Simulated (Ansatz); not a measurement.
InCl₂OH⁻, that is InCl2(OH) with one electron more. Charge -1, multiplicity 2. Geometry PBE0-D4/def2-SVP, that of the neutral singlet; atoms count from 1.

```
atom    x (Å)    y (Å)    z (Å)
 In1  -0.4247   0.0675  -0.0232
 Cl2  -2.0546   1.6259  -0.5639
 Cl3  -1.0670  -2.0501   0.7136
  O4   1.4875   0.5461  -0.1909
  H5   2.0589  -0.1894   0.0644
```

In the def2 sets In takes a core potential; there is no spin–orbit coupling. The highest occupied level of the charge -1 doublet lies above zero (up to 0.44 eV). By energy differences its removal costs 1.17 eV (vertical, to the charge 0 singlet, at PBE0-D4/def2-TZVPD); a positive level beside a positive removal energy at the same level points to self-interaction error.

Question: Estimate the Mulliken populations from the PBE0/def2-TZVPD orbitals of Ansatz.

Answer: 
| atom | charge (e) | spin (α − β) |
| --- | --- | --- |
| In1 | 0.29 | 1.09 |
| Cl2 | -0.49 | 0.00 |
| Cl3 | -0.49 | -0.01 |
| O4 | -0.53 | -0.13 |
| H5 | 0.22 | 0.05 |
Mulliken values and Mayer orders depend strongly on the basis. With diffuse functions, as here, like atoms can get unlike values, and bond orders can come out too low or too high.

Question: Where does the spin sit?

Answer: Summed by element: In 1.09, Cl -0.01, O -0.13, H 0.05, of 1 unpaired in all. Largest on single atoms: In1 1.09, O4 -0.13, H5 0.05.

Question: And the Mayer bond orders between bonded heavy atoms (over 0.3)?

Answer: In1–Cl2 0.52 (2.32 Å); In1–Cl3 0.46 (2.33 Å).
